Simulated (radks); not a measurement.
The numbers below are computed, except where a source is named.
Kinetic energies: the exact non-interacting value of the Kohn-Sham orbitals and orbital-free approximations, as 100 (|E| - |E exact|)/|E exact|, negative where the magnitude is too small. Species: Sb [Kr] 4d10 5s2 5p3; Hg+ [Xe] 4f14 5d10 6s1. Code: a radial shooting solver on a logarithmic mesh with Libxc functionals. Model: non-relativistic Kohn-Sham, LDA (Slater exchange, Perdew-Wang correlation), spin-polarised, spherical densities, point nucleus. Every spin shell is full or empty, so the densities are truly spherical. Functionals are evaluated on that one density, not self-consistently.

functional,Sb,Hg+
exact (hartree),6306.91,18397.8
Thomas-Fermi,-5.26,-4.62
von Weizsacker,-58.76,-64.62
TF + vW,+35.98,+30.76
TF + vW/5,+2.99,+2.45
LC94,+0.07,+0.01
APBEK,+0.12,+0.04
revAPBEK,+0.29,+0.17
Perdew 92,-0.67,-0.68
Thakkar,-0.58,-0.79
Pearson,-0.91,-0.84
LKT,+19.01,+15.89
PG1,+14.92,+12.38
DePristo-Kress,-0.10,-0.21
